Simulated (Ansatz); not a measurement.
Ansatz (a quantum-chemistry and plane-wave program) input (B3LYP/6-31+G*): The .json file is the Basis Set Exchange's 6-31+G*.

Ansatz 0.2 input:
```yaml
crystal:
  periodic: [false, false, false]
  atoms:
    - {symbol: C, position_ang: [-0.76620700, 0.74042900, 0.67423100]}
    - {symbol: C, position_ang: [0.14821200, 0.33594800, -0.16934900]}
    - {symbol: O, position_ang: [0.52424200, -0.95057400, -0.42524200]}
    - {symbol: H, position_ang: [-1.20617500, 1.65582300, 1.02155800]}
    - {symbol: H, position_ang: [0.72267400, 1.03371600, -0.77663800]}
    - {symbol: H, position_ang: [-0.00245800, -1.54321000, 0.12772700]}
basis:
  gaussian:
    orbitals: 6-31+G_.json
hamiltonian:
  xc: {name: B3LYP}
magnetization: {spin_polarized: true, initial_magnetization: 1}
output: {forces: true}
```

Output:

```
Functional definition: B3LYP
integrals: 0.02 GiB planned
598 factors; integrals over basis functions are off by at most 1.2e-3 eV
mean field: 0.20 GiB planned
mean field evaluation 1: about -4161.1938 eV, gradient 3.5e1 eV
mean field evaluation 2: about -4158.1140 eV, gradient 4.6e1 eV
mean field evaluation 4: about -4166.6245 eV, gradient 2.5e0 eV
mean field evaluation 8: about -4166.8201 eV, gradient 2.1e-1 eV
mean field evaluation 16: about -4166.8210 eV, gradient 8.1e-4 eV
mean field -4166.82100832 eV, -153.1278476831 hartree, gradient 1.5e-5 eV, S^2 0.759079; 0 other end points of the search recorded, 0 dependent functions left out
the calculation of the forces begins
reference -4166.82126426 eV, -153.1278570885 hartree; 12, 11 occupied and 51, 52 virtual orbitals, 598 factors
Total energy: -4166.82126426 eV, -153.1278570885 hartree
Atom 0 at    -0.766207     0.740429     0.674231 Å, force    -0.387508     0.024225     0.369445 eV/Å
Atom 1 at     0.148212     0.335948    -0.169349 Å, force     0.292538     0.034426    -0.283184 eV/Å
Atom 2 at     0.524242    -0.950574    -0.425242 Å, force     0.219557    -0.032919    -0.207763 eV/Å
Atom 3 at    -1.206175     1.655823     1.021558 Å, force    -0.065660     0.147542     0.050947 eV/Å
Atom 4 at     0.722674     1.033716    -0.776638 Å, force     0.090812     0.037417    -0.090080 eV/Å
Atom 5 at    -0.002458    -1.543210     0.127727 Å, force    -0.149738    -0.210692     0.160636 eV/Å
Dipole moment:    -0.120892     0.086951     0.108807 e Å
```

The geometry given is a B3LYP-D3(BJ)/def2-TZVP minimum.
